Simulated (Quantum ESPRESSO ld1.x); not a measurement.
All-electron atom: Mo4+ in [Kr] 5s2 (not the ground configuration).

Method: scalar-relativistic Kohn-Sham, PBEsol, spin-unpolarised, spherical densities, point nucleus; computed with ld1.x of Quantum ESPRESSO 7.5.

Energy parts (hartree):
total: -4042.343
kinetic: 4168.076
electron-nucleus: -9662.668
Hartree: 1571.468
exchange-correlation: -119.218

Orbitals (lengths in bohr, moments of r in powers of bohr; <r^-3> diverges for s and p1/2):
1s: occ. 2; eigenvalue (hartree) -730.231; <r> 0.03518; <r^4> 7.219e-06
2s: occ. 2; eigenvalue (hartree) -105.093; <r> 0.1538; <r^4> 0.001337
2p: occ. 6; eigenvalue (hartree) -94.2076; <r> 0.1340; <r^-3> 2549; <r^4> 0.0009580
3s: occ. 2; eigenvalue (hartree) -19.7165; <r> 0.4289; <r^4> 0.06876
3p: occ. 6; eigenvalue (hartree) -16.1507; <r> 0.4304; <r^-3> 425.2; <r^4> 0.07580
3d: occ. 10; eigenvalue (hartree) -10.3509; <r> 0.4145; <r^-3> 56.58; <r^4> 0.08245
4s: occ. 2; eigenvalue (hartree) -4.44020; <r> 1.072; <r^4> 2.476
4p: occ. 6; eigenvalue (hartree) -3.44041; <r> 1.167; <r^-3> 68.70; <r^4> 3.639
5s: occ. 2; eigenvalue (hartree) -1.49483; <r> 2.413; <r^4> 58.80

The highest occupied level is 5s at -40.676 eV. The density falls to 0.001 e/bohr^3 at r = 3.82 bohr.
